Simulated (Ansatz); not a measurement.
Start from `CO[SiH](F)[O][GeH3]` and change one atom or group to get `CO[SiH](F)O[SiH3]`.

Ansatz, PBE0-D4/def2-TZVP geometries, multiplicity 1. Each molecule was computed in one conformer, which needn't be the lowest.

Scalar relativity is left out up to krypton.

```csv
property,`CO[SiH](F)[O][GeH3]`
LUMO energy (PBE/def2-TZVPP) / eV,-0.77
HOMO energy (B3LYP/def2-TZVPP) / eV,-8.39
HOMO–LUMO gap (B3LYP/def2-TZVPP) / eV,8.28
HOMO–LUMO gap (PBE0/def2-TZVPP) / eV,8.76
LUMO energy (PBE0/def2-TZVPP) / eV,0.13
size of the dipole moment (ωB97M-V/def2-TZVPP) / D,1.76
```

Task: What does the change do to each property? (An estimate is asked.)

Result: The calculation gave: 
```csv
property,`CO[SiH](F)O[SiH3]`,shift
LUMO energy (PBE/def2-TZVPP) / eV,-0.68,0.09
HOMO energy (B3LYP/def2-TZVPP) / eV,-8.55,-0.16
HOMO–LUMO gap (B3LYP/def2-TZVPP) / eV,8.54,0.26
HOMO–LUMO gap (PBE0/def2-TZVPP) / eV,9.00,0.24
LUMO energy (PBE0/def2-TZVPP) / eV,0.21,0.08
size of the dipole moment (ωB97M-V/def2-TZVPP) / D,1.53,-0.23
```

With PBE0 the HOMO falls by 0.16 eV and the LUMO rises by 0.08 eV, so the gap widens by about 0.24 eV. PBE moves the HOMO by -0.16 eV and ωB97M-V by -0.17 eV. Dipoles are sizes alone; their direction can turn.

B3LYP here is the variant with VWN-RPA as its local correlation; programs differ in this.
